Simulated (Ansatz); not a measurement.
`[CH3][AlH][C]#N` + `NC(F)S` → `CSC(N)F` + `N#[C][AlH2]`  (substitution at a C–Al bond)

Computed with Ansatz on PBE0-D4/def2-TZVP structures; ΔE is electronic, products minus reactants. CCSD(T)/CBS is the MP2 limit (def2-TZVPP, def2-QZVPP) plus CCSD(T) − MP2 in def2-TZVPP, frozen cores. This one scheme is used for every species. Functionals use def2-TZVPP. B3LYP here is the variant with VWN-RPA as its local correlation; programs differ in this. One conformer a species, not always the lowest.

Task: Is it downhill or uphill in electronic energy at CCSD(T)/CBS, and by how much? (Best estimate.)

Result: Ansatz gave: Uphill: ΔE = +0.40 eV.

Task: What do these levels give: PBE0-D4, B3LYP-D4, ωB97M-V, B2PLYP, r2SCAN, B3LYP, MP2/def2-TZVPP, SCS-MP2/def2-TZVPP, HF/def2-QZVPP, SCS-MP2/def2-QZVPP, MP2/CBS(def2), CCSD/CBS(def2)? (Best estimate.)

Result: The calculation gave: PBE0-D4 0.43, B3LYP-D4 0.41, ωB97M-V 0.42, B2PLYP 0.42, r2SCAN 0.45, B3LYP 0.44, MP2/def2-TZVPP 0.41, SCS-MP2/def2-TZVPP 0.38, HF/def2-QZVPP 0.39, SCS-MP2/def2-QZVPP 0.38, MP2/CBS(def2) 0.40, CCSD/CBS(def2) 0.41 eV.

Largest T1 diagnostic among the species: 0.013.

The D4 term adds −0.03 eV with B3LYP and −0.02 eV with PBE0; it sums over pairs of atoms, weighted by their polarisabilities, and B3LYP, whose exchange is more repulsive, gets the larger term.
